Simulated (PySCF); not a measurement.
# C₆ coefficients of unlike pairs at PBE0

Calculated with PySCF 2.14 from the dipole response of each species, C₆(A,B) = (3/π) ∫ α_A(iu) α_B(iu) du, in atomic units, from isotropic polarisabilities. For ions this is the dispersion term alone; charge-induced terms of lower order in 1/R come first.

```json
{"species": "Cd", "configuration": "[Kr] 4d10 5s2 (1S)", "basis": "aug-cc-pwCVTZ-PP with ECP28MDF (8s8p7d4f3g)", "relativity": "core potential", "α (bohr³)": "49.60", "C₆ (like pair)": "445.3"}
{"species": "F(2+)", "configuration": "[He] 2s2 2p3 (4S)", "basis": "aug-cc-pwCVQZ (9s8p6d4f2g)", "relativity": "none", "α (bohr³)": "1.246", "C₆ (like pair)": "1.572"}
{"species": "N", "configuration": "[He] 2s2 2p3 (4S)", "basis": "aug-cc-pwCVTZ (7s6p4d2f)", "relativity": "none", "α (bohr³)": "7.606", "C₆ (like pair)": "25.83"}
{"species": "S(3+)", "configuration": "[Ne] 3s2 3p1 (2P)", "basis": "dyall-av3z (19s12p3d2f)", "relativity": "none", "α (bohr³)": "5.370", "C₆ (like pair)": "14.25"}
```

Question: Estimate C₆ for N with F(2+).

Answer: The integral gives 5.895. The combination rule 2 C_A C_B / (C_A α_B/α_A + C_B α_A/α_B) gives 5.872 and the geometric mean 6.372.

No spin-orbit coupling is included.

The other pairs:

| pair | C₆ |
| --- | --- |
| S(3+), Cd | 73.75 |
| F(2+), Cd | 20.97 |
| N, Cd | 100.5 |
| S(3+), N | 19.17 |
| S(3+), F(2+) | 4.385 |
